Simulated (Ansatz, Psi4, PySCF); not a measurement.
Cl$_{4}$Te, triplet, at a GFN2-xTB geometry (a higher spin typed on purpose: for a closed-shell molecule this is an excited state) (all electrons, no relativity). Base run: REVPBE/STO-3G (PySCF).

Geometry (Å):
```xyz
5

Te     0.0000     0.0000     0.0000
Cl     1.5053    -1.9110    -0.1654
Cl     1.9146     1.5016     0.1575
Cl    -1.5051     1.9171    -0.0677
Cl    -1.9148    -1.5077     0.0756
```
Charge 0, spin multiplicity 3.
Orbitals are unrestricted.
All else is at PySCF's defaults.

The same geometry, method and basis name were run in Ansatz (a program for electronic structure) and Psi4 and PySCF, at each program's defaults and at the settings that a row names. The base is PySCF at its defaults. Differences at the defaults can come from grids, fitting, cores and function types together.

```csv
code and settings,ΔE vs base (mEh),basis functions,E (Eh),SCF cycles
"PySCF, defaults (exact integrals, its default grid, spherical functions)",0.000,63,-8369.29630,8
"Ansatz, defaults (factorised integrals, its default grid, spherical functions)",0.005,63,-8369.29629,-
"PySCF, fine grid",0.013,63,-8369.29629,8
"Psi4, exact integrals, spherical functions, fine grid",0.084,63,-8369.29621,10
"Ansatz, high accuracy",0.008,63,-8369.29629,-
```

Open shells are given as the SCF converged; they aren't shown to be the lowest states, and a large step between rows can be another state.
